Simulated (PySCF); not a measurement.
Computed shifts of a molecule C2H9BN2, PBE/pcSseg-1 (PySCF), GIAO, gas phase, atoms alike by connectivity averaged where their shifts nearly agree, in ppm (number of nuclei): ¹H: 4.33 (1), 3.19 (3), 2.86 (3), 2.38 (1), 2.29 (1). ¹⁵N: 87.1 (1), 80.6 (1). ¹³C: 38.0 (1), 31.0 (1). References: ¹¹B against BF3 (σ = 83.9 ppm); ¹H against TMS (σ = 31.49 ppm); ¹⁵N against NH3 (σ = 267.0 ppm); ¹³C against TMS (σ = 182.0 ppm), references at their B3LYP-D3(BJ)/def2-TZVP geometries, non-relativistic. Geometry: PBE0-D3(BJ)/def2-SVP. Other conformers were not sampled.

Question: Which molecule gave these data?
A) CNB(C)N
B) CN(C)BN
C) CNBNC
D) CCB(N)N

Answer: C, CNBNC
